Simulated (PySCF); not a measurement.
Computed shifts of a molecule CH10O2Si3, PBE/pcSseg-1 run with PySCF, GIAO, gas phase, atoms alike by connectivity averaged where their shifts nearly agree, in ppm (number of nuclei): ¹³C: 61.0 (1). ²⁹Si: 15.5 (1), -116.0 (1), -117.7 (1). ¹H: 4.59 (1), 3.95 (1), 3.79 (6), 1.66 (1), 0.19 (1). References: ¹⁷O against H2O (σ = 334.3 ppm); ¹³C against TMS (σ = 182.0 ppm); ²⁹Si against TMS (σ = 335.4 ppm); ¹H against TMS (σ = 31.49 ppm), references at their B3LYP-D3(BJ)/def2-TZVP geometries, non-relativistic. Geometry: PBE0-D3(BJ)/def2-SVP. One conformer was computed; it need not be the lowest.

Pick the molecule that these values belong to.
A) CO[SiH2][SiH2][SiH2]O
B) C[SiH2][SiH2][SiH](O)O
C) OC[Si](O)([SiH3])[SiH3]
D) OC[SiH2][Si@H](O)[SiH3]

C, OC[Si](O)([SiH3])[SiH3]
